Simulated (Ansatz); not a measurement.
`[SiH3][SeH]` + `C#CC` → `C#CC[SeH]` + SiH₄ at 500 K and 1 bar (formal exchange of groups at the Se–Si bond).

Program: Ansatz. Geometries: PBE0-D4/def2-TZVP. ΔE: electronic, gas phase. CCSD(T)/CBS is the MP2 limit (def2-TZVPP, def2-QZVPP) plus CCSD(T) − MP2 in def2-TZVPP, frozen cores. This one scheme is used for every species. For Se outer-core shells are correlated without core-valence functions, which leaves a few kJ/mol of doubt a bond. Scalar relativity is left out up to krypton. Each species was taken in one conformer, which may not be the lowest.

```
      species  CCSD(T)/CBS energy (Eh)  H − E (kJ/mol)  S (J/(mol·K))
`[SiH3][SeH]`              -2692.20088           115.2          325.5
       `C#CC`               -116.49627           173.5          282.9
  `C#CC[SeH]`              -2517.19031           179.2          363.5
         SiH₄               -291.46306           102.4          230.9
```

H − E and S are ideal-gas, rigid-rotor, harmonic terms from PBE0-D4/def2-TZVP, for one conformer and one mirror image of each species. 1 Eh = 2625.50 kJ/mol, R = 8.31446 J/(mol·K).

**Question.** By hand: ΔE, ΔH, ΔS and ΔG.

**Answer.** ΔE = (-2517.19031) + (-291.46306) − (-2692.20088) − (-116.49627) = 0.04378 Eh = 114.9 kJ/mol. Δ(H − E) = 179.2 + 102.4 − 115.2 − 173.5 = -7.1, so ΔH = 107.8 kJ/mol. ΔS = 363.5 + 230.9 − 325.5 − 282.9 = -14.0 J/(mol·K). ΔG = 107.8 − 500 × (-14.0)/1000 = 114.8 kJ/mol.

**Question.** By hand: the equilibrium constant, and the temperature at which ΔG would vanish if ΔH and ΔS stayed fixed.

**Answer.** log₁₀ K = −ΔG/(RT ln 10) = -12.0. ΔH and −TΔS have one sign here, so there is no such temperature.

The number of gas molecules stays the same, so ΔS is small and ΔH decides. A doubt of 5 kJ/mol in ΔE shifts log₁₀ K by 0.5 here. Other conformers and mirror images would add mixing entropy, several J/(mol·K) or more a flexible species. These are equilibria of isolated gas molecules and say nothing of rates. Largest T1 diagnostic: 0.011 (customary marks: 0.02 for closed shells, 0.045 for open ones).
